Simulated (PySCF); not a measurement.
Level of theory: B3LYP-D3(BJ)/def2-TZVP run with PySCF 2.14.0. Gas-phase values, no solvent. B3LYP has the VWN-RPA correlation part, as in Gaussian. Delta-SCF ions had no search for a lower state. 

Reference species (SMILES): `CNC#N` (neutral, multiplicity 1).

```
Item                                       Value
--------------------------------------  --------
dipole moment                             4.90 D
vertical ionisation energy (Delta-SCF)   9.89 eV
HOMO                                    -7.28 eV
LUMO                                    -0.02 eV
```

Changed species: `N#CO` (X = hydroxy; the reference has X = methylamino).

Q: What does the change do to the dipole moment, vertical ionisation energy (Delta-SCF), HOMO and LUMO?

A: the dipole moment drops by 0.89 D, to 4.01 D; the vertical ionisation energy (Delta-SCF) rises by 2.09 eV, to 11.98 eV; the HOMO falls by 1.50 eV, to -8.78 eV; the LUMO falls by 0.81 eV, to -0.83 eV.
